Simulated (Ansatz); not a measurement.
A basis-limit estimate, worked out

An elementary step of BSiH$_{4}$SF, singlet (BSiH₄SF ([F][B]([SiH3])[SH]) → SiH₄ + BSF; bonds formed: Si2–H4; bonds broken: B1–Si2, S3–H4). “Start” is the structure reached by relaxing down from the saddle towards the reactants; PBE0-D4/def2-TZVP structures. The saddle:

B1  (-0.855, 0.918, 0.071)
Si2  (0.662, -0.767, 0.152)
S3  (-1.260, 1.770, -1.350)
H4  (-0.179, 0.443, -0.977)
F5  (-1.205, 0.938, 1.351)
H6  (-0.152, -1.877, 0.702)
H7  (1.360, -1.193, -1.088)
H8  (1.629, -0.231, 1.139)
(Å)

Ansatz 0.2.0; basis: def2-TZVPP and def2-QZVPP; cores frozen in the correlated methods.

Energies in eV:

| quantity | saddle | start |
| --- | --- | --- |
| Hartree–Fock, triple zeta (X = 3) | -22121.77768 | -22124.66364 |
| Hartree–Fock, quadruple zeta (X = 4) | -22122.48090 | -22125.36014 |
| MP2 correlation, X = 3 | -18.50251 | -17.65702 |
| MP2 correlation, X = 4 | -20.02852 | -19.16625 |
| CCSD(T) correlation, X = 3 | -20.34656 | -19.63875 |

Task: Work out the barrier at the basis limit: extrapolate Hartree–Fock as E(X) = E∞ + A exp(−7.88 √X) and the MP2 correlation as E(X) = E∞ + B X^−2.97 (the exponents that Neese and Valeev fitted for def2-TZVPP and QZVPP), then add CCSD(T) − MP2 in triple zeta.

Result: Each step is linear, so take the differences first (saddle − start): Hartree–Fock 2.88596 (X = 3) and 2.87924 (X = 4); MP2 correlation -0.84549 and -0.86227; CCSD(T) correlation -0.70781.
Two points give E∞ = E(4) + w [E(4) − E(3)], with w = 1/(exp(7.88 (2 − √3)) − 1) = 0.1377 for Hartree–Fock and w = 1/((4/3)^2.97 − 1) = 0.7407 for the correlation.
Hartree–Fock: 2.87924 + 0.1377 × (-0.00672) = 2.8783 eV.
MP2 correlation: -0.86227 + 0.7407 × (-0.01678) = -0.8747 eV.
CCSD(T) − MP2: -0.70781 − (-0.84549) = 0.1377 eV.
Sum: 2.8783 + (-0.8747) + 0.1377 = 2.1413 eV, or 49.38 kcal/mol. Plain CCSD(T) in triple zeta gives 2.1781 eV, so the larger basis shifts the result by -0.0368 eV.

The T1 diagnostic stays at or below 0.019.

Labels in which every atom is bracketed show which atoms are joined, not bond orders.

For scale, one of the runs: CCSD(T)/def2-TZVPP, 202 basis functions, launched by `ansatz run in.yaml --threads 4 --pin off --events-out ev --progress --plain --max-ram 9574MiB`. The run took 34 s on 4 CPU threads of an Arm Neoverse V2 (shared host), with 2.4 GiB of host memory at its peak.
